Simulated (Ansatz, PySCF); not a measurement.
CH₇InN₂O, singlet, geometry from GFN2-xTB (such geometries of metal compounds can be far from the true shape) (all electrons, no relativity). Base run: PySCF with CASSCF(6,5)/STO-3G.

Here is a job for PySCF.
```python
from pyscf import gto, scf, mcscf
import numpy

mol = gto.M(
    atom='''
In   -0.041599    0.014262    0.336723
O     0.817634   -0.480486   -1.401592
C     0.446133    0.036503   -2.651179
H     0.225175    1.110327   -2.617736
H     1.290163   -0.117348   -3.332242
H    -0.429889   -0.484371   -3.052798
N    -1.445056    1.531908    0.283629
H    -1.095079    2.331658   -0.237119
H    -1.649774    1.859324    1.221908
N     0.386266   -1.369250    1.801222
H     0.787467   -0.932288    2.626390
H     1.103964   -1.979854    1.418017
''',
    basis='sto-3g',
    charge=0,
    spin=0,
    verbose=4,
)

mf = scf.RHF(mol)
mf.kernel()
mc = mcscf.CASSCF(mf, 5, 6)
mc.fix_spin_(ss=0.0)
mc.kernel()
occ = numpy.linalg.eigvalsh(mc.fcisolver.make_rdm1(mc.ci, mc.ncas, mc.nelecas))[::-1]
ss = mc.fcisolver.spin_square(mc.ci, mc.ncas, mc.nelecas)[0]
print('natural occupations', occ.round(4), ' <S^2>', round(ss, 4))
```

Programs used: Ansatz (a first-principles code), PySCF; a row that names a program was run with it.

Each row names what was changed in the base input (with any setting that the change needs).

| change | ΔE vs base (mEh) | natural occupations | <S^2> of the state | outcome |
|---|---|---|---|---|
| base | 0.000 | 2.00 1.98 1.96 0.04 0.02 | 0.00 | converged |
| code = ansatz | -15.843 | - | - | converged |
| code = ansatz; correction = SC-NEVPT2, all electrons | -195.4 | - | - | converged |
| active space = 6 electrons, 7 orbitals | - | - | - | not converged |
| solver = newton | 0.000 | 2.00 1.98 1.96 0.04 0.02 | 0.00 | converged |
| orbitals = fixed (CASCI) | 21.356 | 2.00 2.00 1.99 0.01 0.00 | 0.00 | converged |
| state_average = 2 states | 6.864 | - | - | converged |
| conv_tol = 1e-5 | 0.000 | 2.00 1.98 1.97 0.04 0.02 | 0.00 | converged |
| active space = 8 electrons, 8 orbitals | -42.407 | 1.98 1.97 1.97 1.97 0.05 0.03 0.02 0.02 | 0.00 | converged |
| fix_spin_ = off | 0.000 | 2.00 1.98 1.96 0.04 0.02 | 0.00 | converged |
| start = MP2 natural orbitals | -15.856 | 2.00 1.97 1.97 0.03 0.03 | 0.00 | converged |

Active orbitals are taken around the Fermi level unless the row says otherwise; CASSCF can end in different local minima, and two programs can end on different orbitals. State-averaged rows give the lowest state.
